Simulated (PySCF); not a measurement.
Phosphorus: a sound run and one with changed settings

Sound run: P²⁺ [Ne] 3s2 3p1, P³⁺ [Ne] 3s2. Computed with PySCF 2.14 in cc-pVDZ-DK (4s3p1d, 18 functions), with the spin-free X2C one-electron Hamiltonian (Gaussian nucleus). In the sound run the correlated levels freeze [Ne]. The sound run starts from symmetry-adapted Hartree-Fock orbitals and uses a fine grid where one is needed.

Changed run: a valence shell is frozen. This setting is unsound on purpose.

Ionisation energy of P²⁺:

```tsv
method	sound run (eV)	changed run (eV)
UHF	29.543	29.543
MP2	29.717	29.543
SCS-MP2	29.698	29.543
CCSD	29.817	29.543
CCSD(T)	29.833	29.543
CCSDT	n/a	29.543
FCI	n/a	29.543
```

Freezing a valence shell removes pair correlation that changes on ionisation.

For comparison, NIST gives 30.203 eV between the lowest levels.
